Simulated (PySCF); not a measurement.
pyridine-3-carbonitrile (C₆H₄N₂), SMILES N#Cc1cccnc1.

Geometry: PBE-D3(BJ)/def2-SVP.

Two levels are set side by side: TDA-PBE/def2-SVPD (PySCF) and TDA-B3LYP/def2-SVPD (PySCF). Vertical, same geometry. The lowest singlet is HOMO→LUMO 96 % with PBE and HOMO→LUMO 98 % with the other functional; states are paired by order. Differences are taken from unrounded values.

```json
[
 {"quantity": "lowest singlet excitation (eV)", "TDA-B3LYP": "4.37"},
 {"quantity": "lowest triplet excitation (TDA) (eV)", "TDA-B3LYP": "3.69"},
 {"quantity": "first bright state (f over 0.05) (eV)", "TDA-B3LYP": "5.77"},
 {"quantity": "its oscillator strength", "TDA-B3LYP": "0.25"}
]
```

Q: What does TDA-PBE give, and how far is it from TDA-B3LYP? (Estimate from the structure and the level; the computed values follow.)

A: 
| quantity | TDA-PBE | TDA-PBE minus TDA-B3LYP |
|---|---|---|
| lowest singlet excitation (eV) | 3.68 | -0.70 |
| lowest triplet excitation (TDA) (eV) | 3.43 | -0.26 |
| first bright state (f over 0.05) (eV) | 5.53 | -0.24 |
| its oscillator strength | 0.17 | -0.08 |

A lower first singlet is the usual sign of a functional without exact exchange. Differences between two approximate levels are no errors against the true value.

Rough cost on one machine, each run with all the roots and properties that it gave: TDA-B3LYP against TDA-PBE about 2 times.
